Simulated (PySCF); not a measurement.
**F²⁺ (fluorine, charge +2) across methods**

[He] 2s2 2p3, high-spin 4S determinant. Computed with PySCF 2.14 in x2c-TZVPPall with one added diffuse shell each of s, p, d type (6s4p3d1f, 40 functions), with the spin-free X2C one-electron Hamiltonian (Gaussian nucleus).

| method | E (hartree) | mean ε 2s α (eV) | mean ε 2s β (eV) | mean ε 2p α (eV) | Σ⟨r²⟩ (bohr²) | ⟨S²⟩ |
| --- | --- | --- | --- | --- | --- | --- |
| PBE0 | -97.8297 | -75.055 | -65.656 | -54.819 | 5.019 | 3.752 |
| B97-3 | -97.8889 | -75.305 | -66.210 | -54.963 | 5.006 | 3.752 |
| BHandHLYP | -97.9050 | -79.366 | -68.235 | -57.895 | 5.008 | 3.752 |
| TPSSh | -97.9168 | -73.197 | -64.485 | -53.184 | 5.016 | 3.752 |
| r2SCAN | -97.8826 | -72.895 | -63.487 | -52.814 | 5.002 | 3.752 |
| M06-L | -97.9145 | -73.373 | -63.786 | -52.770 | 4.967 | 3.754 |
| PBE | -97.8101 | -70.434 | -63.284 | -51.563 | 5.043 | 3.751 |
| LDA | -97.2404 | -69.948 | -63.143 | -51.600 | 5.060 | 3.751 |
| UHF | -97.69683 | -88.181 | -70.863 | -63.879 | 4.986 | 3.754 |
